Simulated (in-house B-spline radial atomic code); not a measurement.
**RPA and G0W0 on CAM-B3LYP: K⁴⁺**

Configuration [Ne] 3s2 3p3, highest spin, mean-field start CAM-B3LYP. Computed with a B-spline radial code for spherical atoms: all electrons, scalar-relativistic (spin-free one-electron X2C), finite nucleus, each spin shell either full or empty, empty states to l = 9 with an (l + 1/2)⁻⁴ tail; G0W0 by contour deformation at full frequency.

Command:
```bash
python run_gw.py task.json out
```
Settings (radii: box in bohr, nucleus in fm):
```
Z                        19
electrons                15
configuration            [Ne] 3s2 3p3
hamiltonian              x2c
method                   camb3lyp
lmax                     9
rms_radius               3.4349
spin_polarised           True
box_radius               11.96
intervals                69
```

Run time, properties included: 1.6 s on 1 thread of AMD EPYC 7R13 Processor, on a shared host.

Energies (hartree):

```
                                     term       value
                         mean-field total  -597.01559
Hartree-Fock functional on these orbitals  -596.37422
                      direct second order     -1.0063
                    second-order exchange     0.36588
                         SOSEX correction     0.33636
```

(1) What is the RPA correlation energy, and what remains with SOSEX?

Quasi-particle levels (eV):

```tsv
level	occupied	mean field	Σx - vxc	Σc	QP weight	G0W0
3p up	yes	-77.09	-4.78	?	?	?
3s down	yes	-89.98	-1.91	-2.62	0.958	-94.52
2p down	yes	-351.71	-22.96	7.10	0.909	-367.58
3p down	no	-65.05	6.83	-3.03	0.955	-61.25
```

G0W0 = mean field + (Σx - vxc) + Σc, with Σc (partial-wave tail included) taken at the quasi-particle energy. Only the outer levels were computed. Levels of low weight are left out.

(2) Where does G0W0 put 3p up?

Answers

(1) RPA gives -0.89847 hartree (-1.63 eV per electron); RPA + SOSEX gives -0.5621, and the second-order doubles -0.64045 hartree (no singles). SOSEX takes back 37 % of the RPA value.

(2) At -82.15 eV, with Σc = -0.28 eV and a quasi-particle weight of 0.955. The tabulated removal energy is 82.66 ± 0.16 eV (NIST, semi-empirical); the calculation leaves out spin-orbit coupling, Breit and QED terms, and what these don't explain is the method's own error.
